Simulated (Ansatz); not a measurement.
# What each rung costs, and what it gives

The pair of Cu⁺ (SMILES [Cu+], atom 1) and CH3F (SMILES CF, atoms 2–6), both closed shells, in one local arrangement (a lower one may exist), relaxed at PBE0-D4/def2-TZVP:

```
6
angstrom
Cu -0.0732 -0.0041 -2.6230
C 0.0583 0.0209 0.6191
F -0.4869 -0.2280 -0.6953
H 0.1967 1.0954 0.7042
H 0.9932 -0.5295 0.6817
H -0.6880 -0.3546 1.3133
```

Interaction energies are counterpoise-corrected; the time is that of the whole pair.

Program: Ansatz 0.2.0. Basis: as named in each row. Cores are frozen in the correlated methods. The 3s and 3p shells of Cu and Zn are frozen; filled d shells are correlated. B3LYP uses VWN-RPA correlation. Extrapolation: Hartree–Fock as exp(−7.88 √X), correlation as X^−2.97.

Times are rough, for one single point on 4 threads of a shared host (AMD EPYC 7R43).

The estimate by CCSD(T) at an estimated basis limit (MP2 extrapolated from triple and quadruple zeta, plus CCSD(T) − MP2 in triple zeta) is -123.0 kJ/mol.

| method | basis | time (s) | interaction energy (kJ/mol) | method less estimate |
| --- | --- | --- | --- | --- |
| SPW92 | def2-SVP | under 1 | -168.0 | -45.1 |
| PBE-D4 | def2-SVP | under 1 | -139.7 | -16.7 |
| B3LYP-D4 | 6-31G | under 1 | -166.3 | -43.3 |
| PBE0-D4 | def2-SVP | under 1 | -131.5 | -8.6 |
| HF | STO-3G | under 1 | -59.7 | 63.3 |
| PBE-D4 | def2-TZVPPD | 1 | -134.5 | -11.5 |
| revPBE-D4 | def2-TZVPPD | 1 | -121.7 | 1.3 |
| CCSD(T) | def2-SVP | 1 | -110.3 | 12.6 |
| BLYP-D4 | def2-TZVPPD | 1 | -136.7 | -13.7 |
| B3LYP-D4 | def2-TZVPPD | 2 | -131.4 | -8.4 |
| PBE0-D4 | def2-TZVPPD | 2 | -125.7 | -2.7 |
| HSE06-D4 | def2-TZVPPD | 2 | -125.2 | -2.3 |
| r2SCAN-D4 | def2-TZVPPD | 2 | -142.3 | -19.4 |
| wB97M-V | def2-SVP | 2 | -133.0 | -10.0 |
| wB97X-V | def2-TZVPPD | 3 | -124.8 | -1.9 |
| B97M-V | def2-TZVPPD | 4 | -139.1 | -16.1 |
| wB97M-V | def2-TZVPPD | 5 | -124.2 | -1.2 |
| B2PLYP | def2-TZVPPD | 6 | -123.6 | -0.6 |
| PBE-D4 | STO-3G | 7 | -161.1 | -38.1 |
| MP2 | def2-QZVPPD | 8 | -120.4 | 2.5 |
| CCSD(T) | def2-TZVPPD | 28 | -112.1 | 10.8 |

T1 diagnostic: at most 0.017.
